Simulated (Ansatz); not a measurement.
Molecule: Si$_{2}$F$_{6}$, charge 0, multiplicity 1. 
Structure (B3LYP-D3(BJ)/def2-TZVP (Ansatz, an electronic-structure program) minimum search):
```
Si
F 1 1.5800
F 1 1.5800 2 108.31
F 1 1.5800 2 108.31 3 -117.27
Si 1 2.3308 2 110.60 3 121.36
F 5 1.5800 1 110.60 2 59.54
F 5 1.5800 6 108.31 1 121.36
F 5 1.5800 6 108.31 7 117.27
```

Atomisation energy built up term by term with Ansatz (kcal/mol; UHF references for open shells; valence terms freeze the core; atomic spin-orbit terms are left out). CBS(X,Y): correlation extrapolated as X^-3; Hartree-Fock from the larger set.

| term | basis | kcal/mol |
|---|---|---|
| Hartree-Fock | cc-pV(Q+d)Z | 671.53 |
| CCSD correlation | CBS(cc-pV(T+d)Z,cc-pV(Q+d)Z) | 215.25 |
| (T) | CBS(cc-pV(T+d)Z,cc-pV(Q+d)Z) | 17.89 |
| core correlation | cc-pwCVTZ | 0.29 |
| scalar relativity (X2C) | cc-pVTZ-DK against cc-pVTZ | -2.92 |
| sum: De |  | 902.0 |

(T) makes 2.0 % of the CCSD(T) atomisation energy; under 5 % is typical of single-reference molecules.
